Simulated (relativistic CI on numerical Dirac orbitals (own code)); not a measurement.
## One change at a time: Nb32+

Base calculation: Dirac-Coulomb-Breit CI, orbitals from a KLI potential per configuration, a model potential for QED, unscaled Slater integrals.

CI space (outside the closed core 1s2): 2s2.2p5, 2s.2p6, 2p6.3s, 2p6.3p, 2p6.3d, 2s2.2p4.3s, 2s2.2p4.3p, 2s2.2p4.3d, 2s.2p5.3s, 2s.2p5.3p, 2s.2p5.3d, 2s2.2p4.4s, 2s2.2p4.4p, 2s2.2p4.4d, 2s2.2p4.4f, 2s.2p5.4s. Levels of other configurations are missing.

The lowest level and the first level of each name with at least 55 % of one term (blank where a level has no safe partner in the second run):

| Level | Base (eV) | Shift (eV) |
| --- | --- | --- |
| 2s2.2p5 2P°_3/2 | 0.00 | 0.00 |
| 2s2.2p5 2P°_1/2 | 98.73 | +0.01 |
| 2s.2p6 2S_1/2 | 313.00 | +0.15 |
| 2s2.2p4.3s 4P_5/2 | 2327.41 | +0.87 |
| 2s2.2p4.3s 2P_3/2 | 2333.09 | +0.27 |
| 2s2.2p4.3p 2P°_1/2 | 2407.07 | +0.32 |
| 2s2.2p4.3p 4D°_7/2 | 2412.74 | +0.89 |
| 2s2.2p4.3s 4P_3/2 | 2423.34 | +1.34 |
| 2s2.2p4.3s 2P_1/2 | 2428.03 | +0.88 |
| 2s2.2p4.3s 2D_5/2 | 2438.08 | -0.34 |
| 2s2.2p4.3s 2D_3/2 | 2440.36 | -0.50 |
| 2s2.2p4.3p 4P°_1/2 | 2479.96 | +1.76 |
| 2s2.2p4.3d 2F_7/2 | 2490.17 | +0.78 |
| 2s2.2p4.3d 4F_9/2 | 2490.55 | +0.89 |

At this charge energies of transitions that change n are usually good to better than 1 %, and those within a shell (Δn = 0) to a few per cent.

Problem. One thing was changed in a second run, which moved the levels as shown. Which?
A. QED terms removed
B. Breit term removed
C. configuration mixing switched off
D. valence Slater integrals scaled by 0.9
E. one mean potential for all configurations

Solution. D. Valence Slater integrals scaled by 0.9. Scaling acts on the splittings between terms and on the mixing, and leaves the fine structure of pure LS terms nearly alone; in jj coupling it moves the levels of one term differently.

LS names give the leading component of a level, which can be under half, so a name can repeat, a term be missing and a line seem to break the LS rules.
